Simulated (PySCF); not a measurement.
C5H8NP.
SMILES with atom numbers: `[CH3:1][CH2:2][c:3]1[nH:4][cH:5][cH:6][p:7]1` (hydrogens: H8, H9, H10 on C1; H11, H12 on C2; H13 on N4; H14 on C5; H15 on C6)

Cartesian coordinates in Å at the PBE0-D3(BJ)/def2-SVP level; atoms count from 1:
```
atom  x, y, z in Å
C1    -2.2362    0.8957   -0.0077
C2    -1.2762    0.1266   -0.9140
C3     0.1501    0.5541   -0.7741
N4     0.8520    0.2138    0.3403
C5     2.1304    0.6899    0.3927
C6     2.4496    1.4358   -0.7113
P7     1.0937    1.5353   -1.8489
H8    -3.2743    0.5598   -0.1533
H9    -2.1880    1.9738   -0.2211
H10   -1.9873    0.7588    1.0567
H11   -1.5725    0.2589   -1.9653
H12   -1.3593   -0.9574   -0.7119
H13    0.4594   -0.3689    1.0715
H14    2.7539    0.4466    1.2536
H15    3.4268    1.8973   -0.8547
```

Computed with PySCF at PBE0/pcSseg-1 and CAM-B3LYP/def2-SVPD, non-relativistic, on one gas-phase PBE0-D3(BJ)/def2-SVP geometry that isn't relaxed in the solvent. The solvent is an IEF-PCM continuum (van der Waals radii × 1.2). The model holds no explicit solvent molecules, cavitation or dispersion.

Gas phase at PBE0/pcSseg-1: HOMO -6.13 eV, LUMO -0.08 eV, dipole 3.52 D.

**Question.** What does the continuum do to the energy, the frontier levels and the dipole at PBE0/pcSseg-1 in chloroform and acetonitrile?

**Answer.** 
```csv
solvent,ε,E(solvent) − E(gas) (kJ/mol),polarisation term (kJ/mol),distortion of the solute (kJ/mol),HOMO (eV),LUMO (eV),dipole (D)
chloroform,4.711,-20.21,-23.98,3.77,-6.21,-0.16,4.65
acetonitrile,35.69,-29.20,-37.33,8.13,-6.28,-0.22,5.20
```

The first energy column is the sum of the next two and covers electrostatics alone. From chloroform to acetonitrile the lowering changes by a factor 1.44, Onsager's factor (ε − 1)/(2ε + 1) by 1.35 and ε itself by 7.6.

**Question.** Which radius a makes the point-dipole formula ΔE = −[(ε − 1)/(2ε + 1)]·μ²/a³ give the value in acetonitrile, with the gas-phase dipole?

**Answer.** μ = 1.383 au and |ΔE| = 0.01112 Eh give a = 2.30 Å; the farthest nucleus lies 3.72 Å from the centroid of the nuclei, so such a sphere wouldn't even hold the nuclei. The formula assumes a rigid point dipole at the centre of a sphere.

**Question.** Give the dipole vector in the frame of the coordinates (D, pointing from negative to positive charge), gas and acetonitrile.

**Answer.** Gas (-0.98, -1.86, 2.82), solvent (-1.37, -2.79, 4.16). Its length changes by +48 % and its direction by less than 1°.

**Question.** Which Hirshfeld charges (PBE0/pcSseg-1) respond most in acetonitrile (means over atoms taken as equivalent)?

**Answer.** 
```json
{"atoms": "P7", "environment": "phosphorus bonded to 2 C", "gas (e)": "-0.010", "solvent (e)": "-0.083", "change": "-0.073"}
{"atoms": "H13", "environment": "N–H hydrogen", "gas (e)": "+0.151", "solvent (e)": "+0.176", "change": "+0.025"}
{"atoms": "N4", "environment": "pyrrole-type nitrogen", "gas (e)": "-0.057", "solvent (e)": "-0.042", "change": "+0.015"}
{"atoms": "H14", "environment": "aromatic hydrogen", "gas (e)": "+0.056", "solvent (e)": "+0.071", "change": "+0.015"}
{"atoms": "C6", "environment": "aromatic CH carbon", "gas (e)": "-0.151", "solvent (e)": "-0.166", "change": "-0.015"}
{"atoms": "C5", "environment": "aromatic CH next to a ring nitrogen", "gas (e)": "-0.029", "solvent (e)": "-0.024", "change": "+0.005"}
{"atoms": "C3", "environment": "substituted aromatic carbon", "gas (e)": "-0.016", "solvent (e)": "-0.011", "change": "+0.005"}
{"atoms": "H11/H12", "environment": "methylene hydrogen", "gas (e)": "+0.042", "solvent (e)": "+0.047", "change": "+0.005"}
```

**Question.** Which Mayer bond orders change most in acetonitrile?

**Answer.** 
```csv
bond,length (Å),gas,solvent,change
C3–N4,1.360,1.166,1.201,+0.035
P7–C3,1.734,1.419,1.401,-0.018
N4–C5,1.365,1.144,1.161,+0.017
N4–H13,1.014,0.924,0.910,-0.014
C2–H12,1.106,0.940,0.933,-0.007
C5–C6,1.370,1.542,1.536,-0.006
C6–P7,1.773,1.206,1.201,-0.005
C1–H10,1.102,0.967,0.964,-0.003
```

Gas phase at CAM-B3LYP/def2-SVPD: HOMO -7.27 eV, LUMO 0.86 eV, dipole 3.42 D.

**Question.** What does the continuum do to the energy, the frontier levels and the dipole at CAM-B3LYP/def2-SVPD in acetonitrile?

**Answer.** 
| solvent | ε | E(solvent) − E(gas) (kJ/mol) | polarisation term (kJ/mol) | distortion of the solute (kJ/mol) | HOMO (eV) | LUMO (eV) | dipole (D) |
| --- | --- | --- | --- | --- | --- | --- | --- |
| acetonitrile | 35.69 | -27.57 | -36.16 | 8.59 | -7.38 | 0.85 | 5.18 |

The atom shares or the degeneracy of the LUMO differ from the gas phase in acetonitrile, so that column needn't follow one orbital.

**Question.** How does the static polarisability (CAM-B3LYP/def2-SVPD, frozen core, with the continuum's full static response) change?

**Answer.** 
```
      medium  isotropic (au)  principal values (au)  ⟨r²⟩ of the electrons (bohr²)
         gas            90.5      66.0, 96.1, 109.3                          937.0
acetonitrile           129.8     96.5, 143.4, 149.7                          936.5
```

The isotropic value in acetonitrile is 1.44 times the gas-phase one; no cavity-field correction is applied. ⟨r²⟩ is taken about the centre of nuclear charge.
